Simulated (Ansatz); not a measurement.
Gas-phase electronic energies from Ansatz, PBE0-D4/def2-TZVP geometries. CBS: MP2 limit from def2 TZ/QZ plus the TZ coupled-cluster correction, frozen cores. Functionals use def2-TZVPP. B3LYP here is the variant with VWN-RPA as its local correlation; programs differ in this. Each species was taken in one conformer, which may not be the lowest.

Reaction (isomerisation): `NBO[SiH2]Cl` → `N[SiH](Cl)BO`

Task: Is it downhill or uphill in electronic energy at CCSD(T)/CBS, and by how much? (Estimate.)

Result: Computed: Uphill: ΔE = +1.88 eV.

Task: What do these levels give: r2SCAN-D4, PBE0-D4, B3LYP-D4, ωB97X-V, PBE, r2SCAN, PBE0, HF/def2-TZVPP, MP2/def2-TZVPP, MP2/def2-QZVPP, SCS-MP2/def2-QZVPP, CCSD/CBS(def2)? (Estimate.)

Result: Ansatz gave: r2SCAN-D4 1.89, PBE0-D4 1.79, B3LYP-D4 1.89, ωB97X-V 1.86, PBE 1.73, r2SCAN 1.90, PBE0 1.80, HF/def2-TZVPP 2.11, MP2/def2-TZVPP 1.95, MP2/def2-QZVPP 1.94, SCS-MP2/def2-QZVPP 1.96, CCSD/CBS(def2) 1.90 eV.

Largest T1 diagnostic among the species: 0.012.

From PBE to PBE0 (25 % exact exchange), in def2-TZVPP and without D4, ΔE moves by +0.08 eV. In def2-TZVPP, CCSD(T) changes the Hartree–Fock value by −0.22 eV (the triples alone add −0.03 eV) and MP2 by −0.16 eV.
